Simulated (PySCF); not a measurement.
Te⁺: excitation energy

Te⁺ [Kr] 4d10 5s2 5p3 (4S) → Te⁺ [Kr] 4d10 5s1 5p4 (4P), as a difference of total energies. Calculation: PySCF 2.14, in aug-cc-pwCVTZ-PP with ECP28MDF (8s7p6d4f1g, 96 functions); a scalar-relativistic core potential. Correlated levels: valence: 4s2 4p6 4d10 frozen. The calculations carry no spin-orbit coupling.

| method | excitation energy (eV) |
| --- | --- |
| UHF | 9.282 |
| MP2 (valence) | 9.272 |
| SCS-MP2 (valence) | 9.269 |
| CCSD (valence) | 8.828 |
| CCSD(T) (valence) | 8.694 |

Q: How much does correlation contribute at CCSD(T) (valence)?

A: 8.694 − (9.282) = -0.588 eV, measured against UHF.

The coupled-cluster amplitudes are large for the upper state (T1 above 0.03 or a double amplitude above 0.15), so a single reference is strained.
